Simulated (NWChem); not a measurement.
Species: TiOCl cation; SMILES [O]=[Ti+][Cl]

```xyz
3

Ti     0.4296     0.5933     0.0000
Cl    -0.1574    -1.4522     0.0000
O     -0.8470     1.4544     0.0000
```
Atoms are numbered in this order, from 1.

Results from NWChem. Pople sets run with spherical d functions. Medium grid unless said otherwise, to which SCAN and Minnesota functionals are sensitive. Structure relaxed at the PBE0/def2-SVP level. This spin state was assumed; another may lie lower.

Question: Order these by “highest occupied level (eV)”, lowest first: PW6B95/6-31G*; N12/6-31G*; B3LYP/6-31G*; M06-L/6-31G*.

Answer: PW6B95/6-31G* (-15.03), B3LYP/6-31G* (-14.68), M06-L/6-31G* (-13.88), N12/6-31G* (-13.58)
